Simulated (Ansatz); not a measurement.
Wavefunction ladder for `OCBCF`

```xyz
11

O     0.4843   -1.3087    0.3528
C    -0.9104   -0.8120    0.5496
B    -0.1417    0.0075   -0.5195
C     0.5639    1.3565   -0.1221
F     1.6443    1.6665   -0.9508
H     0.4686   -2.0803   -0.2232
H    -1.6446   -1.5679    0.2874
H    -0.9959   -0.4876    1.5824
H    -0.2546   -0.3087   -1.6694
H    -0.1521    2.1865   -0.1966
H     0.9381    1.3480    0.9093
```

Total charge 0; spin multiplicity 1. Geometry: relaxed with PBE0-D4/def2-TZVP. It is one conformer, not always the lowest. Frozen core, restricted reference, Ansatz 0.2.0. CBS rows extrapolate triple and quadruple zeta; past MP2 they add the triple-zeta difference.

```json
{"basis": "def2-SVP", "HF (Eh)": "-277.95483", "MP2 corr.": "-0.74092"}
{"basis": "def2-TZVPP", "HF (Eh)": "-278.28913", "MP2 corr.": "-0.94199"}
{"basis": "def2-QZVPP", "HF (Eh)": "-278.30169", "MP2 corr.": "-1.01417"}
```

(1) Estimate the CCSD correlation energy and the (T) correction in each basis where they were run (hartree).

Answers

(1) 
| basis | CCSD corr. | (T) |
| --- | --- | --- |
| def2-SVP | -0.78621 | -0.01965 |
| def2-TZVPP | -0.97562 | -0.03532 |
| CBS(def2) | -1.10127 | as TZ |
